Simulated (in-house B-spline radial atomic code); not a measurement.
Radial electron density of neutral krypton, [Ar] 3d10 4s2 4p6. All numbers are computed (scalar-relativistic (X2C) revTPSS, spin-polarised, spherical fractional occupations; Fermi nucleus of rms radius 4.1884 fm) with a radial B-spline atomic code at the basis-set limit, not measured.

One-electron X2C: radii and densities carry no picture-change correction, so inner-shell <1/r> comes out high (for 1s by about 2 % at Z = 33, 5 % at 54, 10 % at 75, 30 % at 118) and <r> low.

Columns: r (bohr), 4πr²n(r) (electrons per bohr), bar.

```
 0.00151    1.313 #
 0.00185    1.852 ##
 0.00226    2.589 ##
 0.00276    3.595 ###
 0.00337    4.955 ####
 0.00411    6.757 ######
 0.00503    9.164 ########
 0.00614    12.22 ##########
  0.0075    16.03 #############
 0.00917    20.64 #################
  0.0112     25.9 #####################
  0.0137    31.56 ##########################
  0.0167    36.97 ##############################
  0.0204    41.54 ##################################
  0.0249    44.35 #####################################
  0.0305    44.78 #####################################
  0.0372    42.81 ###################################
  0.0455    39.49 #################################
  0.0556    36.95 ##############################
  0.0679    37.52 ###############################
  0.0829    42.11 ###################################
   0.101     48.8 ########################################
   0.124    53.41 ############################################
   0.151    51.39 ##########################################
   0.185    42.76 ###################################
   0.226    33.31 ###########################
   0.276    29.71 ########################
   0.337       33 ###########################
   0.411    37.03 ###############################
   0.503    34.84 #############################
   0.614    25.92 #####################
    0.75    15.55 #############
   0.917    8.732 #######
    1.12    6.289 #####
    1.37    5.827 #####
    1.67    5.096 ####
    2.04    3.659 ###
    2.49    2.106 ##
    3.05     0.93 #
    3.72   0.3228 
    4.55  0.08498 
    5.56  0.01646 
    6.79 0.002155
```

On this grid the curve has 3 maxima, near 0.0305, 0.124, 0.411 bohr.

The 4s down radial function P(r) = rR(r), positive near the nucleus:

```
r (bohr)          P
0.000556    0.01415
0.000829    0.02008
 0.00124    0.02847
 0.00185    0.04001
 0.00276    0.05566
 0.00411    0.07611
 0.00614     0.1018
 0.00917     0.1307
  0.0137     0.1571
  0.0204      0.168
  0.0305     0.1416
  0.0455    0.05304
  0.0679    -0.1007
   0.101    -0.2513
   0.151    -0.2442
   0.226    0.04146
   0.337      0.397
   0.503     0.3331
    0.75    -0.2657
    1.12    -0.8296
    1.67    -0.8119
    2.49    -0.4066
    3.72   -0.09853
    5.56  -0.009829
```
